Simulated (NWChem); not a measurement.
Species: HSeSF; SMILES F[Se]S

```xyz
4

Se    -0.4079     0.4575    -0.0056
F      1.1117     1.3744    -0.0232
S      0.2856    -1.5789    -0.0584
H      0.4540    -1.7881     1.2725
```
Atoms are numbered in this order, from 1.

Structure relaxed at the PBE0/def2-SVP level.

Spin-orbit effects, on the heavy nuclei and on their neighbours, are missing.

Q: Give the principal values of the shielding tensors (ppm) of Se1, F2, S3 from PBE0/x2c-SVPall-s, scalar ZORA without spin-orbit coupling, GIAO (NWChem), with their diamagnetic and paramagnetic parts as GIAO splits them.

A: 
```
atom      σ11     σ22     σ33  isotropic  diamagnetic  paramagnetic
----  -------  ------  ------  ---------  -----------  ------------
Se1   -2223.0  -302.8  1545.5     -326.8       2987.4       -3314.1
F2      276.6   375.7  1001.4      551.2        465.3          86.0
S3      114.7   522.4   635.4      424.1       1053.6        -629.5
```
